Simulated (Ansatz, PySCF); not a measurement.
Molecule: sum formula SiPH₄, charge 0, multiplicity 2. It need not be the lowest isomer of its formula. 
Geometry from a B3LYP-D3(BJ)/def2-TZVP (Ansatz, a quantum-chemistry and plane-wave program) optimisation:
```
Si
H 1 1.4808
H 1 1.4839 2 108.99
H 1 1.4839 2 108.99 3 -118.40
P 1 2.2606 2 109.00 3 120.80
H 5 1.4248 1 91.77 2 180.00
```
Charge 0, spin multiplicity 2.

Property: vertical ionisation energy (to the singlet state of charge +1; each state is the SCF solution reached for its spin; for the singlet the Hartree-Fock reference is unstable and T1 is 0.021), in eV. Valence correlation only, unless marked. Open shells are spin-unrestricted. No spin-orbit coupling. Non-relativistic. Basis-set limits of correlation are two-point, X^-3; Hartree-Fock from the larger set. The bracket is a focal-point correction in the basis named.

| level | program | vertical ionisation energy (eV) | minus last row |
|---|---|---|---|
| HF/aug-cc-pV(T+d)Z | Ansatz | 9.01 | -0.42 |
| HF/aug-cc-pV(Q+d)Z | Ansatz | 9.01 | -0.42 |
| r2SCAN/def2-TZVPD | Ansatz | 9.59 | 0.16 |
| BHLYP/def2-TZVPD | Ansatz | 9.40 | -0.03 |
| M06-2X/def2-TZVPD | PySCF | 9.37 | -0.06 |
| MP2/def2-SVPD | Ansatz | 9.35 | -0.08 |
| RI-MP2/CBS(aug-cc-pV(T+d)Z,aug-cc-pV(Q+d)Z) | Ansatz | 9.51 | 0.08 |
| RI-MP2/CBS(def2-TZVPPD,def2-QZVPPD) | Ansatz | 9.51 | 0.08 |
| CCSD/aug-cc-pV(D+d)Z | Ansatz | 9.26 | -0.17 |
| RI-MP2/CBS(aug-cc-pV(T+d)Z,aug-cc-pV(Q+d)Z)+[CCSD(T)-MP2]/aug-cc-pV(T+d)Z | Ansatz | 9.43 | 0.00 |

For comparison, minus the highest occupied orbital energy (PySCF): 10.16 eV at HF/def2-TZVPD, 6.10 eV at BP86/def2-TZVPD, 8.02 eV at M06-2X/def2-TZVPD.
